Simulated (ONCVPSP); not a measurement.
**An all-electron radial function and its pseudo partner (Li (Z = 3))**

Columns: radius, all-electron u(r) and pseudo u(r) of the 1s shell (level -52.07 eV) of lithium in the configuration 1s2 2s1; BLYP, scalar-relativistic, ONCV scheme, ONCVPSP 4.0.1.

```json
{"r (bohr)": "0.047", "all-electron": "0.3805", "pseudo": "0.2505"}
{"r (bohr)": "0.095", "all-electron": "0.6663", "pseudo": "0.4938"}
{"r (bohr)": "0.142", "all-electron": "0.8664", "pseudo": "0.7087"}
{"r (bohr)": "0.190", "all-electron": "1.0073", "pseudo": "0.8950"}
{"r (bohr)": "0.237", "all-electron": "1.0968", "pseudo": "1.0389"}
{"r (bohr)": "0.285", "all-electron": "1.1504", "pseudo": "1.1442"}
{"r (bohr)": "0.332", "all-electron": "1.1739", "pseudo": "1.2069"}
{"r (bohr)": "0.380", "all-electron": "1.1758", "pseudo": "1.2341"}
{"r (bohr)": "0.427", "all-electron": "1.1613", "pseudo": "1.2300"}
{"r (bohr)": "0.475", "all-electron": "1.1340", "pseudo": "1.2016"}
{"r (bohr)": "0.522", "all-electron": "1.0985", "pseudo": "1.1568"}
{"r (bohr)": "0.570", "all-electron": "1.0559", "pseudo": "1.1003"}
{"r (bohr)": "0.617", "all-electron": "1.0099", "pseudo": "1.0399"}
{"r (bohr)": "0.665", "all-electron": "0.9604", "pseudo": "0.9777"}
{"r (bohr)": "0.712", "all-electron": "0.9106", "pseudo": "0.9188"}
{"r (bohr)": "0.760", "all-electron": "0.8595", "pseudo": "0.8623"}
{"r (bohr)": "0.807", "all-electron": "0.8097", "pseudo": "0.8103"}
{"r (bohr)": "0.855", "all-electron": "0.7600", "pseudo": "0.7599"}
{"r (bohr)": "0.902", "all-electron": "0.7126", "pseudo": "0.7126"}
{"r (bohr)": "0.950", "all-electron": "0.6659", "pseudo": "0.6659"}
{"r (bohr)": "0.997", "all-electron": "0.6222", "pseudo": "0.6221"}
{"r (bohr)": "1.045", "all-electron": "0.5795", "pseudo": "0.5795"}
{"r (bohr)": "1.092", "all-electron": "0.5399", "pseudo": "0.5399"}
{"r (bohr)": "1.140", "all-electron": "0.5016", "pseudo": "0.5016"}
{"r (bohr)": "1.187", "all-electron": "0.4662", "pseudo": "0.4662"}
{"r (bohr)": "1.235", "all-electron": "0.4322", "pseudo": "0.4322"}
```

Question: How many radial nodes do the two functions have?

Answer: The all-electron 1s function has n − l − 1 = 0; the pseudo-wave has 0.

Question: At about which radius was the pseudo-wave matched?

Answer: 0.90 bohr, where the columns begin to agree (steps of 0.05 bohr).

Question: Is the pseudo-wave norm-conserving?

Answer: Yes: the ONCV scheme keeps the norm inside the radius equal to the all-electron one, which fixes the energy derivative of the logarithmic derivative at the level.
